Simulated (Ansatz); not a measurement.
Ansatz results at the PBE0-D4/def2-TZVP geometry: HOMO–LUMO gap (ωB97M-V/def2-TZVPP) 10.68 eV; HOMO energy (PBE0/def2-TZVPP) -7.48 eV; LUMO energy (B3LYP/def2-TZVPP) -0.92 eV.

Question: Which molecule gave them?
A. `C[SiH2][NH][SnH3]`
B. `BSB(O)Cl`
C. `F[C]1=[CH][GeH]1[SiH3]`
D. `O[CH2][SnH2][SH]`

Answer: C. The others give `BSB(O)Cl`: 10.94, -8.66, -2.03; `O[CH2][SnH2][SH]`: 10.27, -7.19, -0.85; `C[SiH2][NH][SnH3]`: 10.49, -7.01, -0.48.

B3LYP here is the variant with VWN-RPA as its local correlation; programs differ in this.
